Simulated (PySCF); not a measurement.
# Two-component Hartree-Fock for Tm (thulium, neutral)

Start: [Xe] 4f13 6s2; 4f5/2 filled at m_j = -5/2, -3/2, -1/2, +1/2, +3/2, +5/2; 4f7/2 filled at m_j = -5/2, -3/2, -1/2, +1/2, +3/2, +5/2, +7/2. Calculated with PySCF 2.14 in x2c-TZVPall-2c: generalised Hartree-Fock with the X2C-1e Hamiltonian and a Gaussian nucleus; one run each with spin-orbit coupling (SO) switched off, then screened by Boettger's factors.

```
spinor shell  electrons  ε, spin-free (eV)  ε, screened SO (eV)  weight of nominal j (screened SO)  rms radius, screened SO (bohr)
       1s1/2          2           -59692.9             -59678.7                              1.000                          0.0227
       2s1/2          2           -10201.5             -10197.2                              1.000                          0.0917
       2p1/2          2            -9005.1              -9700.6                              1.000                          0.0783
       2p3/2          4            -9005.1              -8715.2                              1.000                          0.0852
       3s1/2          2            -2348.0              -2346.7                              1.000                           0.235
       3p1/2          2            -1978.9              -2128.3                              1.000                           0.227
       3p3/2          4            -1978.9              -1915.8                              1.000                           0.241
       3d3/2          4            -1520.2              -1547.5                              1.000                           0.214
       3d5/2          6            -1520.2              -1501.0                              1.000                           0.218
       4s1/2          2            -489.49              -489.15                              1.000                           0.530
       4p1/2          2            -365.76              -400.21                              0.999                           0.542
       4p3/2          4            -365.76              -351.18                              1.000                           0.574
       4d3/2          4            -198.27              -204.56                              0.993                           0.612
       4d5/2          6            -198.27              -193.87                              0.996                           0.624
       5s1/2          2            -64.615              -64.575                              1.000                            1.33
       5p1/2          2            -33.362              -37.813                              0.993                            1.51
       5p3/2          4            -33.362              -31.517                              0.996                            1.64
       4f5/2          6            -13.623              -14.736                              0.946                           0.871
       4f7/2          7            -13.623              -12.574                              0.953                           0.897
       6s1/2          2             -5.270               -5.274                              1.000                            4.58
```

```csv
quantity,spin-free,screened SO
E (hartree),-13557.26068,-13569.24022
M_J,7/2,7/2
⟨J²⟩,15.762,15.762
⟨L²⟩,12.011,12.113
⟨S²⟩,0.751,0.852
```

Each row is a mean over spinors that exchange with the open shell spreads, by up to 9.461 eV (4d5/2).

Breit and QED terms are absent; they matter most for the inner s and p1/2 levels.

Densities and radii are taken from the X2C orbitals without a picture-change correction, which distorts them close to the nucleus.

Without spin-orbit coupling the j labels of p, d and f shells carry no meaning; the spin-free column gives the mean over the occupied spinors of each nl shell.
